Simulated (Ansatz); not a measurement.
C3H10FNSn, SMILES `C[N](C)[SnH]([CH3])[F]`. Charge 0, multiplicity 1. Sn takes the def2 core potential. The geometry is a stationary point of PBE0-D4/def2-TZVP. It is one conformer, not always the lowest.

```xyz
16

C    -1.315   -0.375    0.947
N    -0.682    0.478   -0.029
C    -1.222    1.816   -0.038
Sn    1.220    0.159   -0.565
C     1.614   -1.920   -0.688
F     2.382    0.772    0.865
H    -0.903   -1.387    0.909
H    -2.391   -0.455    0.743
H    -1.204   -0.006    1.979
H    -2.296    1.792   -0.271
H    -1.107    2.333    0.927
H    -0.736    2.427   -0.804
H     1.582    1.200   -1.863
H     0.843   -2.416   -1.278
H     1.629   -2.335    0.319
H     2.586   -2.082   -1.153
```

Q: What is the dipole moment at ωB97M-V/def2-TZVPP? (Estimate.)

A: Ansatz gave: 2.73 D, with components (-1.50, -1.52, -1.70) D in this frame, pointing from negative to positive charge.

Q: And with PBE, r2SCAN, B3LYP? (Estimate.)

A: Computed: PBE 2.67 D, r2SCAN 2.73 D, B3LYP 2.76 D.

Q: Give the Mulliken charges with ωB97M-V, B3LYP, PBE in def2-TZVPP. (Best estimate.)

A: The calculation gave: 
| atom | ωB97M-V | B3LYP | PBE |
| --- | --- | --- | --- |
| C1 | -0.23 | -0.18 | -0.18 |
| N2 | -0.42 | -0.42 | -0.35 |
| C3 | -0.24 | -0.18 | -0.18 |
| Sn4 | 1.02 | 1.12 | 1.01 |
| C5 | -0.63 | -0.60 | -0.59 |
| F6 | -0.51 | -0.52 | -0.47 |
| H7 | 0.09 | 0.08 | 0.08 |
| H8 | 0.11 | 0.08 | 0.08 |
| H9 | 0.12 | 0.09 | 0.09 |
| H10 | 0.10 | 0.08 | 0.08 |
| H11 | 0.12 | 0.09 | 0.09 |
| H12 | 0.10 | 0.08 | 0.08 |
| H13 | -0.09 | -0.14 | -0.13 |
| H14 | 0.16 | 0.14 | 0.14 |
| H15 | 0.16 | 0.14 | 0.14 |
| H16 | 0.15 | 0.13 | 0.13 |

B3LYP here is the variant with VWN-RPA as its local correlation; programs differ in this.
